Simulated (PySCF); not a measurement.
The vertical singlet excitations below were computed for one of the candidates. Method used: TDDFT CAM-B3LYP/def2-SVPD, vertical, gas phase, core orbitals frozen in the response in PySCF. Geometries: PBE0-D3(BJ)/def2-SVP, one conformer each.

```csv
state,ν̃ (cm⁻¹),f,"main configurations (H = HOMO, L = LUMO)"
S1,49440,0.016,H→L (84%)
S2,53250,0.0052,"H→L+1 (72%), H-1→L (12%)"
S3,54280,0.0014,H-1→L (70%)
S4,56410,0.0030,"H→L+4 (42%), H→L+5 (24%), H-2→L (8%)"
S5,58370,0.0018,H-1→L+1 (69%)
S6,58740,0.025,"H→L+2 (55%), H-2→L (18%)"
S7,59370,0.090,"H-2→L (50%), H→L+2 (18%)"
S8,61210,0.0088,"H-2→L+1 (46%), H-1→L+4 (11%)"
S9,61750,0.021,"H-1→L+4 (21%), H-2→L+1 (19%), H→L+6 (17%)"
S10,62300,0.053,"H→L+3 (43%), H→L+6 (22%)"
```

Question: Which structure fits? All have the formula C5H14OSi2.
A. `CC(C)OC1[SiH2]C[SiH2]1`
B. `CCO[Si@@H](/C=C\[SiH3])C`
C. `CC/C(=C\[SiH3])[Si@@H](C)O`

Answer: A. Its S1, at 6.13 eV, is the highest among the candidates; the nearest of the others has S1 at 5.58 eV. S1 is HOMO→LUMO (84%). Löwdin shares by element: HOMO oxygen 40%, carbon 20% or more, silicon 13% or more, hydrogen 4% or more (atoms not listed hold the other 23%); LUMO silicon 31%, carbon 20% or more (atoms not listed hold the other 49%). At the same level the other candidates give, for their lowest levels:
- `CCO[Si@H](C)/C=C\[SiH3]`: 5.57 eV (f 0.006); 6.35 eV (f 0.286); 6.76 eV (f 0.031); 7.30 eV (f 0.003); 7.36 eV (f 0.021); T1 3.88 eV; HOMO -9.13, LUMO 0.05 eV
- `CC/C(=C\[SiH3])[Si@@H](C)O`: 5.58 eV (f 0.001); 6.21 eV (f 0.379); 6.85 eV (f 0.015); 7.10 eV (f 0.005); 7.35 eV (f 0.012); T1 3.85 eV; HOMO -8.88, LUMO 0.15 eV

The values belong to the conformer `[CH3:1][CH:2]([CH3:3])[O:4][CH:5]1[SiH2:6][CH2:7][SiH2:8]1`: C1–C2–O4–C5 71°, C2–O4–C5–Si6 59°.
Triplets come from the Tamm–Dancoff approximation.

Without π bonds the low states are Rydberg-like; a valence basis with one diffuse set may place them up to an eV too high.
